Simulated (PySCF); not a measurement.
# S³⁺ (sulfur, charge +3): r2SCAN calculation

Configuration: [Ne] 3s2 3p1, 2P determinant. All numbers are calculated (PySCF 2.14, the spin-free X2C one-electron Hamiltonian (Gaussian nucleus), in dyall-av3z).

| Item | Value |
| --- | --- |
| Total energy | -396.6562 hartree |
| One-electron energy | -528.1722 hartree |
| Hartree (Coulomb) energy | 156.0914 hartree |
| Exchange-correlation energy | -24.5753 hartree |
| ⟨S²⟩ | 0.7568 |
| ⟨L²⟩ | 2.021 |
| Sum of ⟨r⟩ | 8.502 bohr |
| Sum of ⟨r²⟩ | 10.52 bohr² |
| Traceless quadrupole moment −½Σ⟨3z² − r²⟩ along its main axis | -1.24 e·bohr² |
| Langevin diamagnetic susceptibility | -8.33 ×10⁻⁶ cm³/mol |

```json
{"shell": "1s α", "electrons": "1", "mean orbital energy (hartree)": "-90.45755", "spread (hartree)": "0", "rms radius, mean of both spins (bohr)": "0.112"}
{"shell": "1s β", "electrons": "1", "mean orbital energy (hartree)": "-90.44728", "spread (hartree)": "0", "rms radius, mean of both spins (bohr)": "0.112"}
{"shell": "2s α", "electrons": "1", "mean orbital energy (hartree)": "-9.48933", "spread (hartree)": "0", "rms radius, mean of both spins (bohr)": "0.519"}
{"shell": "2s β", "electrons": "1", "mean orbital energy (hartree)": "-9.48352", "spread (hartree)": "0", "rms radius, mean of both spins (bohr)": "0.519"}
{"shell": "2p α", "electrons": "3", "mean orbital energy (hartree)": "-7.39173", "spread (hartree)": "0.00978", "rms radius, mean of both spins (bohr)": "0.492"}
{"shell": "2p β", "electrons": "3", "mean orbital energy (hartree)": "-7.37973", "spread (hartree)": "0.03113", "rms radius, mean of both spins (bohr)": "0.492"}
{"shell": "3s α", "electrons": "1", "mean orbital energy (hartree)": "-1.95257", "spread (hartree)": "0", "rms radius, mean of both spins (bohr)": "1.63"}
{"shell": "3s β", "electrons": "1", "mean orbital energy (hartree)": "-1.89283", "spread (hartree)": "0", "rms radius, mean of both spins (bohr)": "1.63"}
{"shell": "3p α", "electrons": "1", "mean orbital energy (hartree)": "-1.52830", "spread (hartree)": "0", "rms radius, mean of both spins (bohr)": "1.78"}
```

Densities and radii are taken from the X2C orbitals without a picture-change correction, which distorts them close to the nucleus.
